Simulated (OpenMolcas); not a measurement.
Nb3+: ligand-field states by method

Nb3+ with its 6 nearest chloride ions at 2.529 Å, on the Y site of Cs2NaYCl6 (a = 10.7396 Å, distance in the model lattice 2.619 Å). The rest of the host is ab initio model potentials to 7.6 Å, with orthogonalisation functions on the cations behind the ligands, and point charges beyond; the distance is set by hand and nothing relaxes. Ligand basis ANO-RCC-VDZP.

| Property | Result |
| --- | --- |
| Program | OpenMolcas |
| Basis | ANO-RCC-VTZP [7s6p4d2f1g] |
| Scalar Hamiltonian | DKH2, point nucleus |
| Active space | 2 electrons in 5 orbitals (4d) |
| State averaging | 2S+1 = 3 even, 10 roots; 2S+1 = 1 even, 15 roots |
| Spin-orbit coupling | state interaction with AMFI integrals over the reference wave functions |

I. CASSCF
II. SS-CASPT2, IPEA 0.25 Eh, imaginary shift 0.1 Eh (closed shells correlated: 4s 4p and the ligand valence shells)

Spin-free states (labels of O, the rotations of Oh) in cm-1, each column counted from its own energy of the first state listed:

```tsv
State	Degeneracy	I	II
3T1	3	0	0
1T2	3	9167	6140
1E	2	9286	6550
3T2	3	16851	18300
1A1	1	20246	15030
3T1	3	24878	24160
1T2	3	26656	25190
1T1	3	28925	27080
3A2	1	34922	37840
1E	2	44807	44480
1A1	1	56470	52860
```

From I to II, I's first state of the same spin (3T2) moves from 16851 to 18300 cm-1, by about +1400 cm-1.

From I to II, I's first state of another spin (1T2) moves from 9167 to 6140 cm-1, by about -3000 cm-1.

I: A least-squares ligand-field fit to the states below 45000 cm-1, each weighted by its degeneracy and with a free common offset, gives 10Dq = 17935 cm-1, B = 621 cm-1 and C = 2450 cm-1 (C/B = 3.94), with an rms deviation of 161 cm-1. The same method and metal basis give the free ion B = 757 cm-1 (fit to its terms below 60000 cm-1, rms deviation 27 cm-1), so the nephelauxetic ratio is β = 621 / 757 = 0.82; it hangs on how both fits weigh the states, and computed free-ion B values tend to be too large, so β mixes covalency with correlation.

II: A least-squares ligand-field fit to the states below 45000 cm-1, each weighted by its degeneracy and with a free common offset, gives 10Dq = 19255 cm-1, B = 465 cm-1 and C = 1651 cm-1 (C/B = 3.55), with an rms deviation of 170 cm-1. The same method and metal basis give the free ion B = 697 cm-1 (fit to its terms below 60000 cm-1, rms deviation 532 cm-1), so the nephelauxetic ratio is β = 465 / 697 = 0.67; it hangs on how both fits weigh the states, and computed free-ion B values tend to be too large, so β mixes covalency with correlation.

From I to II, 10Dq changes by +7 %, B by -25 % and C by -33 %.

χT at 300 K: I 0.47, II 0.47 cm3 K/mol.

Roots that are degenerate in the reference are averaged as groups; the widest CASPT2 spread within a group is 160 cm-1 (the 3-fold group of multiplicity 3 near 0 cm-1 above the lowest state of its run, II). Shifts and gaps below about the spread of the groups concerned are not significant. Over all roots computed the reference weight is 0.66 to 0.67 in II; a low but even weight reflects the number of correlated electrons. An orbital triplet at a regular site is open to Jahn-Teller coupling, which can distort the site and quench the lowest spin-orbit gaps and is left out. The least metal-like active orbital is 80 % on the metal (Löwdin) and no ligand orbital is active, so the numbers are rough. Ligand-to-metal charge-transfer states are missing. With no ligand orbital active B as a rule stays too high, so bands that hang on it stand too high and its fall with covalency is understated. Without dynamic correlation the repulsion within the d shell is too large (B by tens of per cent), so at a given field states of lower spin stand too high (holds for I). With metal d orbitals alone the field can be off either way by tens of per cent (holds for I). With one d shell and no ligand orbital active, 10Dq can be off by a tenth or more (holds for II). No measured value stands beside these numbers; the geometry was set by hand and not optimised.
